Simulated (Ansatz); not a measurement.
`CB(F)O[SiH3]` + `C=N` → `C=NB(C)F` + silanol  (ligand exchange at a B–O bond)

Computed with Ansatz on PBE0-D4/def2-TZVP structures; ΔE is electronic, products minus reactants. CCSD(T)/CBS adds triple-zeta CCSD(T) − MP2 to the extrapolated MP2 energy (def2 sets, frozen cores). This one scheme is used for every species. Functionals use def2-TZVPP. Each species was taken in one conformer, which may not be the lowest.

`CB(F)O[SiH3]`:

Cartesian coordinates in Å:
```
C 1.195 0.648 -1.564
B 0.460 -0.185 -0.469
F 0.720 -1.497 -0.363
O -0.436 0.348 0.390
Si -1.329 -0.324 1.616
H 0.995 0.231 -2.555
H 2.278 0.584 -1.423
H 0.903 1.698 -1.560
H -2.226 -1.376 1.079
H -2.130 0.776 2.201
H -0.432 -0.903 2.647
```

`C=N`:

```xyz
5

C    -0.379   -0.077   -0.054
N     0.777   -0.372    0.354
H    -0.647    0.863   -0.550
H    -1.187   -0.797    0.087
H     1.436    0.383    0.162
```

`C=NB(C)F`:

Z-matrix (Å, degrees):
```
C
B 1 1.566
H 1 1.090 2 113.5
H 1 1.094 2 110.2 3 121.8
H 1 1.095 2 109.6 3 -121.4
N 2 1.385 1 123.0 3 -2.2
F 2 1.345 1 119.3 3 -178.6
C 6 1.240 2 159.8 1 88.0
H 8 1.098 6 122.6 2 4.2
H 8 1.096 6 121.3 2 -176.0
```

`O[SiH3]`:

Cartesian coordinates in Å:
```
O -0.264 1.143 -0.516
Si -0.083 -0.326 0.208
H 0.483 1.501 -0.996
H 0.234 -1.391 -0.783
H -1.377 -0.618 0.864
H 1.007 -0.308 1.223
```

```json
{"level": "CAM-B3LYP-D4", "ΔE (kJ/mol)": "63.9"}
{"level": "PBE", "ΔE (kJ/mol)": "50.8"}
```

(1) What does CCSD(T)/CBS give? (Estimate.)

(2) What do rigid-rotor, harmonic-oscillator terms from PBE0-D4/def2-TZVP frequencies (298.15 K, 1 bar) make of the CCSD(T)/CBS value? (Estimate.)

Largest T1 diagnostic among the species: 0.013.

## Answers

(1) Ansatz gave: +68.5 kJ/mol. The listed levels differ from it by -4.6, -17.7 kJ/mol.

(2) Computed: ΔZPE = -2.5 kJ/mol, ΔH = +65.5 kJ/mol, ΔS = -5 J/(mol·K), ΔG = +67.0 kJ/mol. Modes under 50 cm⁻¹ make the entropy rough.

From r2SCAN to r2SCAN0 (25 % exact exchange), in def2-TZVPP and without D4, ΔE moves by +3.4 kJ/mol. Leaving LDA and LC-ωPBE aside and taking each functional with its dispersion term where it has one, the values, not all of them listed here, spread over 17.2 kJ/mol, from PBE-D4 to BHLYP-D4. LDA lies −4.6 kJ/mol from PBE without D4.
